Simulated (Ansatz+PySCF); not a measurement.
# singlet AlCl3: levels of theory in one basis

```yaml
atoms:
  - { symbol: Al, position_ang: [0.0000, 0.0000, 0.0000] }
  - { symbol: Cl, position_ang: [2.2453, 0.0000, 0.0000] }
  - { symbol: Cl, position_ang: [-1.1226, 1.9445, 0.0000] }
  - { symbol: Cl, position_ang: [-1.1226, -1.9445, 0.0000] }
```

Basis set: def2-SVP (spherical functions). Left uncorrelated: 20 orbitals. Charge 0, multiplicity 1.

Computed with Ansatz (development build ahead of 0.2.0); each method stands on the lowest determinant of its kind that the runs found.

```tsv
method	E − E(RHF) (eV)	<S²> of the determinant
RHF	0.00	0.00
RHF-MP2	-12.12	–
RHF-CCSD(T)	-13.43	–
```

Task: What does RHF-CCSD give on the same scale?

Result: -13.15 eV.

Task: Is a single determinant a sound starting point here?

Result: By this sign, yes. Unrestricted orbitals gain 0.00 eV and <S²> is 0.00 against 0.00 for a pure state.
